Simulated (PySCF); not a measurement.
# Fine-structure interval along the 13-electron series

Calculated with PySCF 2.14 and a two-component X2C-1e Hamiltonian (Gaussian nucleus, no Breit or QED terms), each ion in its own even-tempered basis scaled to its charge; GMP2 freezes 1s2 and drops the highest virtual spinors. Values in cm⁻¹.

| ion | configuration | GHF (screened spin-orbit) | GMP2 (screened spin-orbit) | GHF (bare spin-orbit) |
| --- | --- | --- | --- | --- |
| Zn¹⁷⁺ | [Ne] 3s2 3p1 | 42546 | 41249 | 45547 |
| Ga¹⁸⁺ | [Ne] 3s2 3p1 | 49920 | 48585 | 53336 |
| Ge¹⁹⁺ | [Ne] 3s2 3p1 | 58234 | 56848 | 62102 |

Between Z = 30 and Z = 32 the GHF (bare spin-orbit) value grows as Z to the power 4.80.
